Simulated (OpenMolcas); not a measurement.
**Br2+: effect of the active space**

```yaml
Program: OpenMolcas
Method: CASSCF or its RAS form
Basis: ANO-RCC-VTZP
Scalar_Hamiltonian: DKH2, point nucleus
Spin-orbit_coupling: RASSI with atomic mean-field integrals over the reference wave functions, term energies averaged over their components
```

A. 3 electrons in 3 orbitals (4p); 2S+1 = 4 odd, 1 root; 2S+1 = 2 odd, 8 roots; cost of the order of 2.1 core-seconds
B. 5 electrons in 4 orbitals (4s 4p); 2S+1 = 4 odd, 1 root; 2S+1 = 2 odd, 8 roots; cost of the order of 6 core-seconds
C. 5 electrons in 8 orbitals (4s 4p 5s 5p); 2S+1 = 4 odd, 1 root; 2S+1 = 2 odd, 9 roots; 2S+1 = 4 even, 3 roots; 2S+1 = 2 even, 9 roots; cost about 17 core-seconds
D. 5 electrons in 9 orbitals (RAS2 4s 4p; RAS3 4d, at most 2 electrons); 2S+1 = 4 odd, 1 root; 2S+1 = 2 odd, 11 roots; 2S+1 = 4 even, 7 roots kept (CI in the orbitals of an earlier block); 2S+1 = 2 even, 3 roots kept (CI in the orbitals of an earlier block); cost of the order of 22 core-seconds

Energies in cm⁻¹ above 4s² 4p³ ⁴S°_3/2, the measured ground level; measured values from Moore, Atomic Energy Levels, vol. II, NSRDS-NBS 35 (1971 reprint of NBS Circular 467, 1952).

```csv
Level,A,B,C,D,Measured
4s² 4p³ ⁴S°_3/2,0.0,0.0,0.0,0.0,0.0
4s² 4p³ ²D°_3/2,19822,19516,20603,19739,
4s² 4p³ ²D°_5/2,20572,20609,21752,20601,
4s² 4p³ ²P°_1/2,34004,29054,29915,31696,26915
4s² 4p³ ²P°_3/2,35020,30368,31295,32777,28579
```

Deviations, from unrounded energies. A percentage is the sum of absolute deviations over the sum of measured energies, with the sign that they share, or ± where signs differ.

| Against measurement | Levels | A | B | C | D |
| --- | --- | --- | --- | --- | --- |
| mean absolute deviation (cm-1) | 2 | 6800 | 2000 | 2900 | 4500 |
| other terms of the ground configuration (%) | 2 | +24.4 | +7.1 | +10.3 | +16.2 |

B lies closest to measurement on these levels and A furthest from it. The largest miss of B in the table is 4s² 4p³ ²P°_1/2, by +2100 cm-1. The ranking rests on the paired levels alone, and a cruder setting can come out closer through cancelling errors.

Among A to D the level of the table that moves most is 4s² 4p³ ²P°_1/2, by 4900 cm-1 (lowest in B, highest in A).

With the s shell closed, the reference lacks s² → p² mixing (holds for A). The run also gave levels led by 4s² 4p² 5p, which use shells meant for correlation; these and all levels above them are left out (holds for C). The run also gave levels led by 4s² 4p² 4d, which use shells meant for correlation; these and all levels above them are left out (holds for D). Measured partners are found by configuration, term and J. A level has none where our copy of the source lacks it or the pairing is in doubt (some pairs that miss far off the trend of their configuration count as doubtful), and it then counts in no deviation. Only configurations of the active space appear. The table leaves out levels that lie high or whose names do not pair safely across all columns.

° marks odd parity.
